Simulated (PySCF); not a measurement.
# Working out the ionisation energy of Co¹²⁺

Co¹²⁺ [Ne] 3s2 3p3 (4S) → Co¹³⁺ [Ne] 3s2 3p2 (3P). All numbers are calculated (PySCF 2.14, scalar relativity by spin-free X2C-1e, in an uncontracted even-tempered set (19 s from 0.81 bohr⁻², ratio 2.5; 12 p from 1.1 bohr⁻², ratio 2.5; 5 d from 5.6 bohr⁻², ratio 2.7; 4 f from 8.5 bohr⁻², ratio 2.7)). Frozen: 1s2; the 22 highest virtual orbitals dropped. Energies in hartree (1 hartree = 27.21139 eV):

```json
{"part": "UHF", "Co¹²⁺ (lower)": "-1330.702703", "Co¹³⁺ (upper)": "-1316.895672"}
{"part": "MP2 opposite-spin", "Co¹²⁺ (lower)": "-0.336325", "Co¹³⁺ (upper)": "-0.329363"}
{"part": "MP2 same-spin", "Co¹²⁺ (lower)": "-0.127866", "Co¹³⁺ (upper)": "-0.113255"}
```

Question: What does Hartree-Fock give?

Answer: (-1316.895672) − (-1330.702703) = 13.807031 hartree = 375.708 eV.

Question: What do MP2 and SCS-MP2 (6/5 opposite-spin, 1/3 same-spin) give?

Answer: The opposite-spin parts differ by 0.189 eV and the same-spin parts by 0.398 eV. MP2: 375.708 + (0.189) + (0.398) = 376.295 eV. SCS-MP2: 375.708 + 1.2 × (0.189) + (0.398)/3 = 376.067 eV.

A first-order spin-orbit estimate adds -1.756 eV to MP2 (outer shells), giving 374.539 eV against 378.5 ± 0.7 eV (semi-empirical (NIST evaluation); NIST Atomic Spectra Database, ionization energies).

What remains against the reference includes basis incompleteness, the frozen core and correlation beyond second order.
